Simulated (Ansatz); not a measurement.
A geometry optimisation of C4H9BO with PBE-D3(BJ)/def2-SVP

The starting geometry of this gas-phase singlet was optimised with GFN2-xTB; its bonds are those of `BC1(O)CCC1`.

```xyz
15

C     0.9487   -1.6697    0.3475
C     0.5025   -0.3812   -0.4601
C    -0.1554    0.1593    0.8120
C     0.5511   -0.9217    1.6384
B     0.0046   -2.7651   -0.2341
O     2.3451   -1.8974    0.3169
H     0.4120   -3.5065   -1.0431
H    -1.1251   -2.7706    0.0562
H     2.5557   -2.4867   -0.4137
H    -0.1449   -0.5321   -1.3230
H     1.3848    0.1790   -0.7619
H     0.0885    1.1889    1.0666
H    -1.2370    0.0427    0.8031
H    -0.0628   -1.4805    2.3403
H     1.4410   -0.5535    2.1437
```

Task: Predict what becomes of its bonds when it is optimised with PBE-D3(BJ)/def2-SVP.

Result: It rearranges, giving a structure given below by its coordinates. Contacts that open: C1–C2 (1.58 → 2.50 Å), B5–H8 (1.17 → 1.95 Å). Contacts that close: C1–H8 (2.37 → 1.15 Å), C2–B5 (2.45 → 1.57 Å).

The energy falls by 1.26 eV over 32 steps:

```
step  E − E(last) (eV)
   1             1.256
   4             1.003
   8             0.806
  11             0.522
  15             0.274
  18             0.201
  22             0.064
  25             0.018
  29             0.001
  32             0.000
```

Final geometry (Å):

| atom | x (Å) | y (Å) | z (Å) |
| --- | --- | --- | --- |
| C | 0.9198 | -2.1485 | 0.6848 |
| C | -0.0421 | -0.3540 | -0.7682 |
| C | -0.3162 | -0.0679 | 0.7287 |
| C | 0.7686 | -0.8469 | 1.4919 |
| B | 0.6443 | -1.7653 | -0.8023 |
| O | 1.9197 | -3.0129 | 1.1617 |
| H | 0.8973 | -2.4502 | -1.7784 |
| H | -0.1180 | -2.6488 | 0.7554 |
| H | 2.2956 | -3.4735 | 0.3909 |
| H | -0.8790 | -0.1380 | -1.4625 |
| H | 0.8027 | 0.2976 | -1.1183 |
| H | -0.3321 | 1.0112 | 0.9836 |
| H | -1.3169 | -0.4718 | 0.9984 |
| H | 0.5246 | -1.0199 | 2.5602 |
| H | 1.7406 | -0.3062 | 1.4627 |

No frequencies were run, so the end isn't proven a minimum. Run with Ansatz 0.2.0, 72 s on 2 threads of Intel(R) Xeon(R) Processor @ 2.70GHz (shared host).
